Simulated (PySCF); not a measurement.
**Radial density of Hg (mercury, neutral)**

wB97M-V, [Xe] 4f14 5d10 6s2, closed-shell 1S. Computed with PySCF 2.14 in x2c-TZVPPall (11s7p7d3f1g, 97 functions), with scalar relativity by spin-free X2C-1e.

```csv
r (bohr),4πr²ρ (e/bohr)
0.0131,111.0
0.0220,97.83
0.0370,132.3
0.0622,141.9
0.105,121.2
0.176,123.2
0.296,81.56
0.498,65.78
0.837,23.96
1.41,11.26
2.37,2.590
3.98,0.4001
6.70,0.007135
11.3,1.060e-05
```

Densities and radii are taken from the X2C orbitals without a picture-change correction, which distorts them close to the nucleus.

Spin-orbit coupling, which splits the p, d and f shells strongly at this Z, is absent.
